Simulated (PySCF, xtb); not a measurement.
C₄H₉N, SMILES CN(C=C)C.

GFN2-xTB in xtb at its own geometry gives an orbital gap of 4.60 eV and a dipole moment of 1.60 D.

Coordinates come from a B3LYP-D3(BJ)/def2-SVP optimisation. Other conformers were not sampled.

Task: What does r2SCAN/def2-TZVP in PySCF give? (An estimate is asked for; the answer gives what the named calculation found.)

Result: gap 4.95 eV (levels -4.69 and 0.26 eV), dipole 1.69 D.
